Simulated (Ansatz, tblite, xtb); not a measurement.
Potential energy curve for MgH, doublet.

- UKS-PBE = unrestricted PBE/aug-cc-pVQZ (Ansatz, a program for electronic structure)
- GFN2-xTB, 300 K electronic temperature (tblite)
- GFN1-xTB (xtb)

Total energies in hartree (comparable only within one method and basis):

```json
[
 {"R / Å": "1.30", "UKS-PBE": "-200.45067", "GFN2-xTB": "-0.94132", "GFN1-xTB": "-1.15751"},
 {"R / Å": "1.40", "UKS-PBE": "-200.47508", "GFN2-xTB": "-0.96320", "GFN1-xTB": "-1.17900"},
 {"R / Å": "1.47", "UKS-PBE": "-200.48625", "GFN2-xTB": "-0.97232", "GFN1-xTB": "-1.18815"},
 {"R / Å": "1.59", "UKS-PBE": "-200.49740", "GFN2-xTB": "-0.98122", "GFN1-xTB": "-1.19729"},
 {"R / Å": "1.65", "UKS-PBE": "-200.50016", "GFN2-xTB": "-0.98367", "GFN1-xTB": "-1.19987"},
 {"R / Å": "1.70", "UKS-PBE": "-200.50136", "GFN2-xTB": "-0.98502", "GFN1-xTB": "-1.20132"},
 {"R / Å": "1.74", "UKS-PBE": "-200.50174", "GFN2-xTB": "-0.98574", "GFN1-xTB": "-1.20210"},
 {"R / Å": "1.79", "UKS-PBE": "-200.50159", "GFN2-xTB": "-0.98626", "GFN1-xTB": "-1.20267"},
 {"R / Å": "1.84", "UKS-PBE": "-200.50088", "GFN2-xTB": "-0.98645", "GFN1-xTB": "-1.20284"},
 {"R / Å": "1.90", "UKS-PBE": "-200.49943", "GFN2-xTB": "-0.98629", "GFN1-xTB": "-1.20258"},
 {"R / Å": "2.00", "UKS-PBE": "-200.49595", "GFN2-xTB": "-0.98537", "GFN1-xTB": "-1.20119"},
 {"R / Å": "2.17", "UKS-PBE": "-200.48839", "GFN2-xTB": "-0.98272", "GFN1-xTB": "-1.19699"},
 {"R / Å": "2.40", "UKS-PBE": "-200.47749", "GFN2-xTB": "-0.97613", "GFN1-xTB": "-1.18953"},
 {"R / Å": "2.65", "UKS-PBE": "-200.46726", "GFN2-xTB": "-0.96694", "GFN1-xTB": "-1.18038"},
 {"R / Å": "2.90", "UKS-PBE": "-200.45979", "GFN2-xTB": "-0.95648", "GFN1-xTB": "-1.17107"},
 {"R / Å": "3.13", "UKS-PBE": "-200.45525", "GFN2-xTB": "-0.94631", "GFN1-xTB": "-1.16312"},
 {"R / Å": "3.46", "UKS-PBE": "-200.45179", "GFN2-xTB": "-0.93179", "GFN1-xTB": "-1.15364"},
 {"R / Å": "3.83", "UKS-PBE": "-200.45059", "GFN2-xTB": "-0.91695", "GFN1-xTB": "-1.14608"},
 {"R / Å": "4.22", "UKS-PBE": "-200.45028", "GFN2-xTB": "—", "GFN1-xTB": "—"},
 {"R / Å": "4.75", "UKS-PBE": "-200.45016", "GFN2-xTB": "—", "GFN1-xTB": "—"},
 {"R / Å": "5.27", "UKS-PBE": "-200.45011", "GFN2-xTB": "—", "GFN1-xTB": "—"},
 {"R / Å": "6.02", "UKS-PBE": "-200.45006", "GFN2-xTB": "—", "GFN1-xTB": "—"},
 {"R / Å": "6.91", "UKS-PBE": "-200.45004", "GFN2-xTB": "—", "GFN1-xTB": "—"}
]
```

A dash means that the run gave no value there, or that the column was ended at a point which the program doubted or which failed a test of continuity chosen for this set; such a test can also cut sound points.
